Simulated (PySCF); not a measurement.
Al(H)(OH)(iPr) (C₃H₉AlO), SMILES [OH][AlH][CH](C)C.

Geometry: PBE0-D3(BJ)/def2-SVP. The structure was generated by enumeration; whether it is a known compound was not checked. One conformer was computed; it need not be the lowest.

Two levels are set side by side: TDA-PBE/def2-SVPD (PySCF) and TDA-M06-2X/def2-SVPD (PySCF). Vertical, same geometry. The lowest singlet is HOMO→LUMO 99 % with PBE and HOMO→LUMO 94 % with the other functional; states are paired by order. Differences are taken from unrounded values.

| quantity | TDA-M06-2X | TDA-PBE | TDA-PBE minus TDA-M06-2X |
|---|---|---|---|
| lowest singlet excitation (eV) | 5.24 | 4.72 | -0.53 |
| lowest triplet excitation (TDA) (eV) | 4.87 | 4.39 | -0.48 |
| first bright state (f over 0.05) (eV) | 7.55 | 6.77 | -0.78 |
| its oscillator strength | 0.24 | 0.16 | -0.08 |

A lower first singlet is the usual sign of a functional without exact exchange. Differences between two approximate levels are no errors against the true value.

Rough cost on one machine, each run with all the roots and properties that it gave: TDA-M06-2X against TDA-PBE about 9 times.
